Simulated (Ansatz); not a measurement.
Mulliken charges of `C[Si](O)(Cl)Br` from ωB97M-V/def2-TZVPP in Ansatz (PBE0-D4/def2-TZVP geometry).

| atom | x (Å) | y (Å) | z (Å) | charge (e) |
| --- | --- | --- | --- | --- |
| C1 | -1.135 | -0.192 | 0.570 | -0.427 |
| Si2 | 0.511 | 0.230 | -0.132 | 0.598 |
| O3 | 0.995 | -0.992 | -1.090 | -0.358 |
| Cl4 | 1.882 | 0.540 | 1.362 | -0.199 |
| Br5 | 0.415 | 2.113 | -1.306 | -0.201 |
| H6 | -1.858 | -0.336 | -0.235 | 0.135 |
| H7 | -1.487 | 0.609 | 1.222 | 0.133 |
| H8 | -1.062 | -1.114 | 1.151 | 0.134 |
| H9 | 1.827 | -0.905 | -1.560 | 0.185 |

Problem. By hand: the dipole of these point charges (1 e Å = 4.8032 D).

Solution. Σ q r = (-0.277, -0.239, 0.056) e Å, of length 0.370 e Å = 1.78 D.

Problem. How does the dipole of the full density compare? (Estimate.)

Solution. The calculation gave: (-0.079, -0.203, -0.044) e Å, 1.07 D; the point charges give 1.66 times that, at 34° from its direction.

Point charges leave out the atoms' own dipoles, such as those of lone pairs, and Mulliken's split depends on the basis, so the two needn't agree.
